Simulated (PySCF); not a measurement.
```xyz
3
charge 0 multiplicity 1, angstrom
Lu   -0.2074    0.0000   -0.2752
O    -1.7336    0.0000    0.6496
Cl    1.8283    0.0000    1.0535
```

All numbers come from PBE0/[Lu def2-TZVP with ECP28, O def2-TZVP, Cl def2-TZVP], scalar-relativistic core potentials, density fitting, no spin–orbit coupling, PySCF.

This geometry of LuOCl is a stationary point at this level.

Q: What is the point group?

A: Cs.

Q: Is it a minimum?

A: Yes: all harmonic wavenumbers are real.

Q: Give the atomic charges and bond orders.

A: 
```csv
atom,Mulliken,Löwdin,polar tensor,Mayer order to Lu1
Lu1,1.22,0.58,1.74,–
O2,-0.71,-0.46,-1.07,1.99
Cl3,-0.51,-0.11,-0.67,0.88
```

Q: Give the ideal-gas entropy at 298.15 K and 1 bar by parts.

A: translation 176.5, rotation 107.7, vibration 17.8, spin 0.0; total 302.0 J/(mol K).

Stability towards spin polarisation was not tested. Only a few start shapes were tried, so a lower isomer may exist.
